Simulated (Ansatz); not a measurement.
A run for Ansatz (a program for electronic structure): R-wB97M-V/def2-TZVPP on H2O (SMILES O).

Ansatz 0.2 input:
```yaml
crystal:
  periodic: [false, false, false]
  atoms:
    - {symbol: O, position_ang: [0.00000000, -0.00000000, 0.40073248]}
    - {symbol: H, position_ang: [-0.00000000, 0.75701187, -0.20041624]}
    - {symbol: H, position_ang: [-0.00000000, -0.75701187, -0.20041624]}
basis:
  gaussian:
    orbitals: def2-TZVPP
hamiltonian:
  xc: {name: wB97M-V}
scf: {lower_state_search: off}
```

Program output:

```
WARN ansatz: RAYON_NUM_THREADS=4 ignored (pool sized by the plan → 4); use --threads N
Functional definition: wB97M-V
these checks for a lower state are left out or cut short: stability, starts, cluster_reference, orbital_swaps, neighbouring_geometries, increment
integrals: 0.01 GiB planned
269 factors; their error is unknown
integrals: 0.04 GiB planned
69 factors; integrals over basis functions are off by at most 2.2e-5 eV
mean field: 0.14 GiB planned
mean field evaluation 1: about -2076.7708 eV, gradient 4.4e1 eV
mean field evaluation 2: about -2076.4265 eV, gradient 4.8e1 eV
mean field evaluation 4: about -2079.8522 eV, gradient 2.8e-1 eV
mean field evaluation 8: about -2079.8554 eV, gradient 1.2e-3 eV
mean field -2079.85543304 eV, -76.4332773878 hartree, gradient 3.4e-6 eV, S^2 0.000000; 0 other end points of the search recorded, 0 dependent functions left out
reference -2079.85545518 eV, -76.4332782013 hartree; 5, 5 occupied and 54, 54 virtual orbitals, 269 factors
Total energy: -2079.85545518 eV, -76.4332782013 hartree
Checks for a lower state left out: stability, starts, cluster_reference, orbital_swaps, neighbouring_geometries, increment
```

The calculation finished and met its thresholds.

Cost: roughly 0.5 core-seconds.
